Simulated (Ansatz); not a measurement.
System: fluoro selenohypofluorite, SeF₂, charge 0, multiplicity 1. 
Geometry from a B3LYP-D3(BJ)/def2-TZVP (Ansatz, a program for electronic structure) optimisation:
SMILES: F[Se]F
```xyz
3

Se     0.0193    -0.0172     0.4006
F      0.6474     1.1463    -0.7415
F     -0.7202    -1.0811    -0.7717
```
Charge 0, spin multiplicity 1.

Property: vertical ionisation energy (to the doublet state of charge +1; each state is the SCF solution reached for its spin), in eV. Valence correlation only, unless marked. UHF or UKS for open shells. Spin-orbit coupling is left out. Frozen are the shells of the preceding noble gas and the d and f shells that filled before the atom's block. Non-relativistic. CBS marks a two-point X^-3 extrapolation of the correlation energy; Hartree-Fock from the larger set. The bracket is a focal-point correction in the basis named.

RI-MP2/CBS(aug-cc-pVTZ,aug-cc-pVQZ)+[CCSD(T)-MP2]/aug-cc-pVTZ (Ansatz) gives 10.19 eV.

Another calculation gave 10.19 eV. Which level was it?
A. CAM-B3LYP/def2-TZVPD (Ansatz)
B. SVWN5/def2-TZVPD (Ansatz)
C. PBE/def2-TZVPD (Ansatz)
D. r2SCAN/def2-TZVPD (Ansatz)

A, CAM-B3LYP/def2-TZVPD (Ansatz). The others give 10.01 (SVWN5), 9.74 (PBE), 9.87 (r2SCAN) eV.
